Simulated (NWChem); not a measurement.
# GeH4O; SMILES [OH][GeH3]

Computed with NWChem. All runs use the structure optimised with PBE0/def2-SVP. B3LYP is NWChem's, with the RPA form of VWN correlation.

Task: Among these, which level gives the highest value of “highest occupied level (eV)”?
A. B3LYP/def2-SVP
B. B3LYP/def2-TZVPP
C. B3LYP/def2-QZVP
D. B3LYP/def2-TZVP

Result: A, B3LYP/def2-SVP. Values: B3LYP/def2-QZVP -8.25; B3LYP/def2-TZVPP -8.20; B3LYP/def2-TZVP -8.20; B3LYP/def2-SVP -7.94
